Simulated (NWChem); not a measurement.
System: C2H5BrSi; SMILES C(=C)[SiH2]Br

Here is an NWChem input.

```
start job
memory heap 200 mb stack 900 mb global 1100 mb
geometry units angstroms noautoz
  Si    -0.823660    -0.576573    -0.087626
  Br     0.227413     1.383753     0.267412
  C      0.427817    -1.914457    -0.451080
  C      0.582149    -2.995909     0.339853
  H     -1.595514    -0.936591     1.149217
  H     -1.758255    -0.355801    -1.242828
  H      1.060666    -1.815192    -1.352408
  H      1.316157    -3.788443     0.112793
  H     -0.019358    -3.138930     1.254696
end
basis spherical
  * library def2-tzvp
end
dft
  xc mn15-l
  iterations 150
  semidirect filesize 400000000
  mulliken
end
task dft energy
```

Coordinates come from a PBE-D3(BJ)/def2-SVP optimisation.

What results follow from this input? (MN15-L/def2-TZVP.) Quantities: energy (Ha); highest occupied level (eV); orbital gap (eV); dipole (D).


| Item | Value |
|---|---|
| energy (Ha) | -2942.86 |
| highest occupied level (eV) | -7.38 |
| orbital gap (eV) | 5.74 |
| dipole (D) | 2.02 |
